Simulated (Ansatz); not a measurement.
The same molecule with X = N, As, Sb. Ansatz, PBE0-D4/def2-TZVP geometries, multiplicity 1. Each molecule was computed in one conformer, which needn't be the lowest.

Elements past krypton have def2 core potentials. Scalar relativity is left out up to krypton.

```
 X             molecule  mean X–C bond length / Å  mean X–H bond length / Å  HOMO–LUMO gap (PBE/def2-TZVPP) / eV  zero-point energy (PBE0-D4/def2-TZVP) / kJ/mol  HOMO energy (PBE/def2-TZVPP) / eV
 N           `NC[SiH3]`                     1.458                     1.012                                 5.29                                           207.8                              -5.49
Sb  `[SiH3][CH2][SbH2]`                     2.170                     1.712                                 4.81                                           170.9                              -6.09
```

Q: Give the row for X = As, `[SiH3]C[AsH2]`. (Best estimate.)

A: Ansatz gave: 
```tsv
X	molecule	mean X–C bond length / Å	mean X–H bond length / Å	HOMO–LUMO gap (PBE/def2-TZVPP) / eV	zero-point energy (PBE0-D4/def2-TZVP) / kJ/mol	HOMO energy (PBE/def2-TZVPP) / eV
As	`[SiH3]C[AsH2]`	1.981	1.526	5.31	177.9	-6.13
```

From N to Sb the mean X–C bond length rises at each step, by 0.712 Å in all; the mean X–H bond length rises at each step, by 0.700 Å in all; the HOMO–LUMO gap (PBE/def2-TZVPP) isn't monotonic: highest at As, lowest at Sb; the zero-point energy (PBE0-D4/def2-TZVP) falls at each step, by 36.9 kJ/mol in all; the HOMO energy (PBE/def2-TZVPP) isn't monotonic: highest at N, lowest at As. Bonds lengthen as the atom grows down the group.

Spin–orbit coupling is left out; it splits and shifts lone-pair levels of the heavy atoms by tenths of an eV.
